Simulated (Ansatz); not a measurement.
This geometry of BClFH2N + H2S (9 atoms, charge 0, multiplicity 1) is a first-order saddle point.

These are results of RKS r2SCAN/def2-SVP in Ansatz, not measurements.

```xyz
9
Properties=species:S:1:pos:R:3
B -0.104 0.222 0.240
N -0.123 0.048 1.756
H -0.835 -0.581 2.125
H 0.790 -0.187 2.146
F 1.116 0.142 -0.316
Cl -1.487 -0.539 -0.638
S -0.503 2.436 0.449
H -1.847 2.302 0.410
H -0.387 1.468 1.659
```

Problem. Which two structures does it join? (They come from a converged band through this point; their orientation in space is the band's.)

Solution. Bonds broken: S7–H9. Bonds formed: B1–S7, N2–H9. BClFH2N + H2S becomes BClFH4NS.

First end point:

```xyz
9
Properties=species:S:1:pos:R:3
B 0.035 -0.297 0.276
N 0.086 -0.448 1.663
H -0.716 -0.715 2.218
H 0.957 -0.372 2.175
F 1.129 -0.020 -0.423
Cl -1.505 -0.487 -0.594
S -0.896 3.137 0.811
H -1.769 2.425 0.066
H -0.703 2.087 1.640
```

Last end point:

```xyz
9
Properties=species:S:1:pos:R:3
B -0.162 0.623 0.196
N -0.039 0.164 1.782
H -0.962 0.135 2.222
H 0.382 -0.769 1.848
F 1.131 0.555 -0.248
Cl -1.280 -0.671 -0.525
S -0.845 2.397 0.173
H -2.144 2.045 0.086
H 0.539 0.832 2.300
```

Problem. How far does it lie above each of them?

Solution. 82.1 kJ/mol above the first and 105.9 kJ/mol above the second. This is the barrier of this one path; another mechanism may lie lower. The orbitals stay closed-shell, which can raise the energy where a bond breaks towards radicals; this wasn't checked here.

The run took 3 min on 4 threads of Arm Neoverse V2, with other jobs on the host, peak memory 0.17 GiB.
